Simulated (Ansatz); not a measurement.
A nudged elastic band was laid between two geometries of C2H10BNSi (15 atoms, charge 0, multiplicity 1).

Method: Ansatz, RKS PBE0/def2-SVP.

- movable images: 5
- climbing image: yes
- spring: 5.0 eV/Å²
- optimiser: quadratic models (default)
- start path: through a guess of the saddle point
- force threshold: 0.03 eV/Å
- iteration limit: 60
- end points: relaxed

First end point:

```xyz
15
Properties=species:S:1:pos:R:3
N -1.239 1.512 1.723
C -0.389 0.922 0.708
C -0.609 -0.580 0.614
B 0.248 -1.433 -0.368
Si 1.568 -0.731 -1.738
H -2.220 1.410 1.467
H -1.067 2.512 1.803
H 0.661 1.113 0.990
H -0.508 1.363 -0.307
H -0.549 -1.035 1.623
H -1.659 -0.801 0.319
H 0.061 -2.632 -0.360
H 2.147 0.617 -1.434
H 0.828 -0.609 -3.042
H 2.706 -1.679 -1.969
```

Last end point:

```xyz
15
Properties=species:S:1:pos:R:3
N -1.328 1.809 1.335
C -0.367 1.015 0.598
C -0.529 -0.505 0.667
B 0.375 -1.434 -0.201
Si 1.510 -0.768 -1.749
H -2.275 1.601 1.023
H -1.300 1.571 2.325
H 0.642 1.285 0.954
H -0.394 1.335 -0.458
H -0.548 -0.859 1.716
H -1.540 -0.795 0.291
H 0.336 -2.624 0.034
H 2.468 0.292 -1.292
H 0.627 -0.135 -2.787
H 2.303 -1.841 -2.426
```

(1) Which bonds break or form, and what moves?

(2) What energy profile does the band end with?

(3) What is the geometry of the highest image?

## Answers

(1) No bond is made or broken. The height of N1 over the plane of its neighbours goes from -0.38 to 0.39 Å.

(2) It converged. The highest image is number 3 of 0 to 6, 4.7 kcal/mol above the first end and 4.5 kcal/mol above the last; the last end lies 0.3 kcal/mol above the first. A vibrational analysis at the climbing image gives one clearly imaginary mode, 629i cm⁻¹, and a faint second one (39i cm⁻¹) that may be numerical noise or a soft torsion: probably a first-order saddle point.

| image | path coordinate (Å) | energy (kcal/mol) | height of N1 over the plane of its neighbours (Å) |
| --- | --- | --- | --- |
| 0 | 0.00 | 0.0 | -0.38 |
| 1 | 1.06 | 0.1 | -0.38 |
| 2 | 2.12 | 0.4 | -0.38 |
| 3 | 3.18 | 4.7 | -0.03 |
| 4 | 3.68 | 0.5 | 0.36 |
| 5 | 4.17 | 0.3 | 0.39 |
| 6 | 4.67 | 0.3 | 0.39 |

(3) 
```xyz
15
Properties=species:S:1:pos:R:3
N -1.528 1.592 1.336
C -0.481 0.944 0.614
C -0.446 -0.586 0.722
B 0.521 -1.428 -0.157
Si 1.500 -0.741 -1.798
H -2.379 1.872 0.879
H -1.412 1.851 2.300
H 0.501 1.335 0.942
H -0.550 1.222 -0.452
H -0.418 -0.905 1.780
H -1.425 -0.996 0.371
H 0.684 -2.593 0.142
H 2.763 -0.079 -1.322
H 0.743 0.289 -2.583
H 1.904 -1.826 -2.747
```

Time of the run: 8.2 min on 2 threads of Arm Neoverse V1, with other jobs on the host, peak memory 0.31 GiB.
